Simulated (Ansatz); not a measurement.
Program: Ansatz. Geometries: PBE0-D4/def2-TZVP. ΔE: electronic, gas phase. CCSD(T)/CBS is the MP2 limit (def2-TZVPP, def2-QZVPP) plus CCSD(T) − MP2 in def2-TZVPP, frozen cores. This one scheme is used for every species, atoms too. DFT in def2-TZVPP. HSE06 is defined as in plane-wave codes. No spin–orbit coupling; open shells (•) take unrestricted orbitals. Spin–orbit coupling would lower the free atoms: a little for F, O; strongly for In. def2 core potentials past Kr. For In outer-core shells are correlated without core-valence functions, so the limit isn't a true one: a few kJ/mol of doubt a bond, and 10 to 20 or more in all where bonds break to atoms. Each species was taken in one conformer, which may not be the lowest.

`[OH][In]([F])[F]` → 2 F• + H• + In• + O•  (atomization)

```csv
level,ΔE (kcal/mol)
r2SCANh,370.3
HSE06,367.0
HF/def2-SVP,226.7
MP2/def2-TZVPP,387.4
```

(1) What does CCSD(T)/CBS give? (Best estimate.)

Largest T1 diagnostic among the species: 0.018.

## Answers

(1) Ansatz gave: +385.2 kcal/mol. The listed levels differ from it by -14.9, -18.2, -158.5, 2.2 kcal/mol.

From BLYP to BHLYP (50 % exact exchange), in def2-TZVPP and without D4, ΔE moves by −33.4 kcal/mol: exact exchange takes away binding that semilocal exchange gives to molecules. The D4 term adds +2.7 kcal/mol with B3LYP and +1.4 kcal/mol with PBE0; it sums over pairs of atoms, weighted by their polarisabilities, and B3LYP, whose exchange is more repulsive, gets the larger term.

B3LYP here is the variant with VWN-RPA as its local correlation; programs differ in this.

For atomizations the MP2-based limit and the directly extrapolated one differ by several kJ/mol either way, and by 10 to 25 for some Ge, Se and Sn compounds, so smaller differences from it don't rank the levels.
